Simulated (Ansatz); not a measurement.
The cluster Sb₅As⁺, relaxed as a doublet with UKS PBE-D4/def2-SVP in Ansatz, starting from the GFN2-xTB geometry. Force threshold 0.03 eV/Å.

In the def2 sets Sb takes a core potential; there is no spin–orbit coupling. Another isomer (doublet) lies 0.20 eV lower at PBE0-D4/def2-TZVP; other spin states weren't run for this one.

Start:

Cartesian coordinates in Å:
```
As -1.554 -0.213 0.249
Sb -0.966 1.667 1.901
Sb 2.215 1.103 -1.426
Sb 1.006 -0.594 -3.108
Sb -1.664 -0.786 2.754
Sb 0.964 -1.177 -0.370
```

(1) Estimate the energy that the relaxation releases and the steps that it takes.

(2) Does the start keep its bonding and symmetry?

(3) Predict the relaxed structure.

## Answers

(1) 0.34 eV, in 18 steps; 55 s on 6 threads of Intel Xeon on a shared host. No frequencies were taken in this run, so the end may be a saddle point.

(2) Bonds formed: Sb2–Sb3 (atoms count from 1).

(3) 
Cartesian coordinates in Å:
```
As -1.543 -0.734 0.332
Sb -0.920 1.797 0.894
Sb 1.747 0.856 -0.322
Sb 1.000 0.107 -2.878
Sb -1.134 -0.220 2.816
Sb 0.849 -1.806 -0.841
```
Bond lengths: 5 × Sb–Sb 2.77 to 3.08 Å; 3 × As–Sb 2.57 to 2.87 Å.
